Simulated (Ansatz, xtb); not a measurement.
# C5H2N2O2: which of two isomers lies lower

Structure X: `N#C/C=C(/C#N)C(=O)O`, a singlet. Structure Y: `N#C/C=C(\C#N)C(=O)O`, a singlet. Both are isolated molecules in the gas phase, relaxed with r2SCAN-D4/def2-SVP; the shapes shown needn't be the lowest conformers.

X (Å):

| atom | x (Å) | y (Å) | z (Å) |
| --- | --- | --- | --- |
| C | 0.1625 | 0.3242 | 1.7680 |
| C | -0.7568 | -0.4609 | 1.0276 |
| C | -0.6294 | -1.7870 | 0.7447 |
| C | -1.6373 | -2.4516 | -0.0144 |
| C | 0.5611 | -2.5701 | 1.2203 |
| N | 0.8196 | 1.0910 | 2.3525 |
| N | -2.4618 | -2.9934 | -0.6349 |
| O | 1.4596 | -2.0928 | 1.8647 |
| O | 0.4863 | -3.8490 | 0.8357 |
| H | -1.6404 | 0.0741 | 0.6619 |
| H | 1.2817 | -4.2980 | 1.1734 |

Y (Å):

```xyz
11

C    -0.4275    0.7156    1.1297
C     0.0985   -0.5557    1.4594
C    -0.3257   -1.7271    0.9134
C    -1.3598   -1.8040   -0.0630
C     0.3511   -2.9856    1.3857
N    -0.8355    1.7804    0.8838
N    -2.2047   -1.8784   -0.8622
O     1.2325   -2.9961    2.2087
O    -0.1474   -4.0666    0.7814
H     0.9024   -0.6131    2.2037
H     0.3303   -4.8406    1.1294
```

Q: Estimate which is lower in electronic energy at CCSD(T)/def2-SVP + ΔMP2/def2-TZVPP, and by roughly how much.

A: Too close to call at this level: CCSD(T)/def2-SVP + ΔMP2/def2-TZVPP gives E(Y) − E(X) = −0.085 eV.

Level by level:

| level | geometry | E(Y) − E(X) (eV) | departure from the last row (eV) | job, with rough time for the two |
| --- | --- | --- | --- | --- |
| GFN2-xTB | GFN2-xTB | −0.049 | +0.036 | optimisation, 0.17 s |
| HF/STO-3G | GFN2-xTB | −0.033 | +0.052 | single point, 0.42 s |
| r2SCAN-D4/def2-SVP//GFN2-xTB | GFN2-xTB | −0.083 | +0.002 | single point, 3.8 s |
| r2SCAN-D4/def2-SVP | r2SCAN-D4/def2-SVP | −0.080 | +0.005 | optimisation, 30 s |
| HF/def2-SVP | r2SCAN-D4/def2-SVP | −0.122 | −0.037 | part of the CCSD(T) run |
| MP2/def2-SVP | r2SCAN-D4/def2-SVP | −0.080 | +0.005 | part of the CCSD(T) run |
| CCSD(T)/def2-SVP | r2SCAN-D4/def2-SVP | −0.075 | +0.011 | single point |
| CCSD(T)/def2-SVP + ΔMP2/def2-TZVPP | r2SCAN-D4/def2-SVP | −0.085 |  | single point, 87 s |

As drawn, both hold the same kinds of bond in the same numbers.

The largest departure from CCSD(T)/def2-SVP + ΔMP2/def2-TZVPP is that of HF/STO-3G, 0.052 eV. The last row adds to CCSD(T) the change of the MP2 difference between the two basis sets, here −0.011 eV.

With thermal terms from frequencies at re-optimised GFN2-xTB minima (ideal gas, soft modes damped towards free rotors, one conformer each, 298.15 K, 1 atm): on the last row, ΔE + ΔZPE = −0.085, ΔH = −0.085, ΔG = −0.090 eV.

The correlated steps freeze 9 core orbitals. Run with Ansatz 0.2.0, xtb 6.7.1; the last row on 4 threads of Arm Neoverse V1 on a shared host.
